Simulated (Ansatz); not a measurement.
Species: sum formula CuOClH$_{2}$, net charge 0, singlet state. 
Geometry from a B3LYP-D3(BJ)/def2-TZVP (Ansatz, a first-principles code) optimisation:
SMILES: [OH2]->[Cu][Cl]
```xyz
5

Cu    -0.0357    -0.2217     0.1465
Cl     0.1124     1.5114    -1.0096
O     -0.1611    -1.8568     1.2385
H      0.1522    -1.7713     2.1474
H      0.2612    -2.6385     0.8613
```
Charge 0, spin multiplicity 1.

Quantity: vertical triplet-singlet gap (E(triplet) - E(singlet); each state is the SCF solution reached for its spin), in eV. Cores are frozen in the correlated levels unless marked. Open shells are spin-unrestricted. Spin-orbit coupling is left out. The frozen core is the preceding noble-gas configuration, with the filled d and f shells of earlier blocks. No relativistic terms. CBS(X,Y): correlation extrapolated as X^-3; Hartree-Fock from the larger set.

```csv
level,program,vertical triplet-singlet gap (eV)
HF/def2-SVPD,Ansatz,2.14
HF/def2-TZVPPD,Ansatz,1.80
HF/def2-QZVPPD,Ansatz,1.74
SVWN5/def2-TZVPD,Ansatz,3.77
PBE/def2-TZVPD,Ansatz,3.63
r2SCAN/def2-TZVPD,Ansatz,3.69
B3LYP/def2-TZVPD,Ansatz,3.78
PBE0/def2-TZVPD,Ansatz,3.73
BHLYP/def2-TZVPD,Ansatz,3.37
CAM-B3LYP/def2-TZVPD,Ansatz,3.96
wB97M-V/def2-TZVPD,Ansatz,4.07
wB97X-V/def2-TZVPD,Ansatz,4.14
B2PLYP/def2-TZVPD,Ansatz,4.19
MP2/def2-SVPD,Ansatz,4.85
RI-MP2/def2-TZVPPD,Ansatz,5.05
RI-MP2/def2-QZVPPD,Ansatz,5.09
"RI-MP2/CBS(def2-TZVPPD,def2-QZVPPD)",Ansatz,5.16
SCS-MP2/def2-SVPD,Ansatz,4.55
CCSD/def2-SVPD,Ansatz,3.87
CCSD(T)/def2-SVPD,Ansatz,4.01
```
